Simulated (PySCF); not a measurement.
C2H3O3, SMILES [O]C(=O)OC (connectivity only; charge and spin as stated), charge -1, multiplicity 1. Geometry: B3LYP-D3(BJ)/def2-SVPD. The spin state was assumed, not searched. The isomer is the one that the SMILES or the coordinates give; other isomers of the formula were not compared.

Calculation: B3LYP-D3(BJ)/def2-SVPD (PySCF 2.14.0).

Harmonic wavenumbers (cm⁻¹): 119, 168, 318, 556, 660, 815, 820, 1108, 1169, 1184, 1303, 1434, 1440, 1471, 1783, 2971, 3028, 3044. Rotational constants (GHz): 11.26, 4.557, 3.312; symmetry number 1.

Task: Work out the zero-point energy and the ideal-gas rigid-rotor harmonic-oscillator thermochemistry at 298.15 K and 1 atm.

Result: ZPE = ½ Σ hcν = ½ × 23390 cm⁻¹ = 33.44 kcal/mol. H − E(el) = 37.23 kcal/mol. Entropy in cal/(mol K): translation 38.86, rotation 25.05, vibration 8.40, total 72.31. G − E(el) = 15.67 kcal/mol. Cp = 17.84 cal/(mol K). Modes under 150 cm⁻¹ make the vibrational entropy uncertain.
